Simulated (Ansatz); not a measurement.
Reactions of C$_{3}$H$_{8}$SSi, SMILES `C=C[SiH](C)S`.

Computed with Ansatz on PBE0-D4/def2-TZVP structures; ΔE is electronic, products minus reactants. CCSD(T)/CBS is the MP2 limit (def2-TZVPP, def2-QZVPP) plus CCSD(T) − MP2 in def2-TZVPP, frozen cores. This one scheme is used for every species, atoms too. DFT in def2-TZVPP. No spin–orbit coupling; open shells (•) take unrestricted orbitals. Spin–orbit coupling would lower the free atoms: a little for C, S, Si. def2 core potentials past Kr. For Sn outer-core shells are correlated without core-valence functions, so the limit isn't a true one: a few kJ/mol of doubt a bond, and 10 to 20 or more in all where bonds break to atoms. Each species was taken in one conformer, which may not be the lowest.

```json
{"reaction": "`C=C[SiH](C)S` → `C[SiH2]C(C)=S`", "r2SCAN-D4 (kJ/mol)": "94", "PBE0-D4 (kJ/mol)": "95", "MP2/CBS(def2) (kJ/mol)": "95"}
{"reaction": "`C=C[SiH](C)S` → `[CH2]` (triplet) + `C=C[SiH2]S`", "r2SCAN-D4 (kJ/mol)": "463", "PBE0-D4 (kJ/mol)": "481", "MP2/CBS(def2) (kJ/mol)": "499"}
{"reaction": "`C=C[SiH](C)S` → `C=C([SiH3])SC`", "r2SCAN-D4 (kJ/mol)": "149", "PBE0-D4 (kJ/mol)": "148", "MP2/CBS(def2) (kJ/mol)": "152"}
{"reaction": "`C=C[SiH](C)S` + H₂ → `C=C[SiH2]S` + CH₄", "r2SCAN-D4 (kJ/mol)": "-19", "PBE0-D4 (kJ/mol)": "-20", "MP2/CBS(def2) (kJ/mol)": "-14"}
{"reaction": "`C=C[SiH](C)S` + CH₃OH → `CO[SiH](C)S` + `C=C`", "r2SCAN-D4 (kJ/mol)": "-101", "PBE0-D4 (kJ/mol)": "-93", "MP2/CBS(def2) (kJ/mol)": "-99"}
{"reaction": "`C=C[SiH](C)S` → `C=CS[SiH2]C`", "r2SCAN-D4 (kJ/mol)": "44", "PBE0-D4 (kJ/mol)": "44", "MP2/CBS(def2) (kJ/mol)": "48"}
{"reaction": "`C=C[SiH](C)S` → `C[SiH2]CC=S`", "r2SCAN-D4 (kJ/mol)": "89", "PBE0-D4 (kJ/mol)": "90", "MP2/CBS(def2) (kJ/mol)": "92"}
{"reaction": "`C=C[SiH](C)S` + H–F → `C[SiH](F)S` + `C=C`", "r2SCAN-D4 (kJ/mol)": "-142", "PBE0-D4 (kJ/mol)": "-129", "MP2/CBS(def2) (kJ/mol)": "-131"}
{"reaction": "`C=C[SiH](C)S` → 3 C• + 8 H• + S• + Si•", "r2SCAN-D4 (kJ/mol)": "4882", "PBE0-D4 (kJ/mol)": "4883", "MP2/CBS(def2) (kJ/mol)": "4911"}
{"reaction": "`C=C[SiH](C)S` + `C[O][Sn]([OH])([O]C)[O]C` → `C=C[SiH2]S` + `C[O][Sn]([O]C)([O]C)[O]C`", "r2SCAN-D4 (kJ/mol)": "110", "PBE0-D4 (kJ/mol)": "109", "MP2/CBS(def2) (kJ/mol)": "118"}
```

Q: Give the CCSD(T)/CBS values in the same order. (Best estimate.)

A: Computed: 96, 484, 151, -20, -100, 49, 94, -135, 4869, 110 kJ/mol.

Largest T1 diagnostic: 0.015, for `C[SiH2]CC=S`.
